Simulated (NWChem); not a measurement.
System: AlH$_{2}$OCl; SMILES [AlH]([OH])[Cl]

```xyz
5

Al    -0.5357     0.5412     0.0000
H     -2.0723     0.8467     0.0000
Cl     0.1851    -1.4358     0.0000
O      0.5481     1.8400     0.0000
H      1.5058     1.8066     0.0000
```
Atoms are numbered in this order, from 1.

Computed with NWChem. Pople sets run with spherical d functions. Medium grid unless said otherwise, to which SCAN and Minnesota functionals are sensitive. All runs use the structure optimised with PBE0/def2-SVP. Total energies of different functionals are on different scales.

```csv
level,energy (Ha),highest occupied level (eV),orbital gap (eV),dipole (D)
B3LYP/6-31G*,-779.1636,-8.70,7.84,1.13
PBE/6-31G*,-778.7128,-7.53,6.10,1.21
LRC-wPBEh/6-31G*,-778.7963,-10.91,11.83,1.14
M06-2X/6-31G*,-779.0570,-10.33,10.20,1.10
N12/6-31G*,-779.0346,?,6.13,1.14
B97-D/6-31G*,-779.0946,-7.53,6.22,1.21
HCTH/407/6-31G*,-779.1898,-7.72,6.24,1.19
```

### Question
Fill in the missing entries.

### Answer

- N12/6-31G*, highest occupied level (eV): -7.38
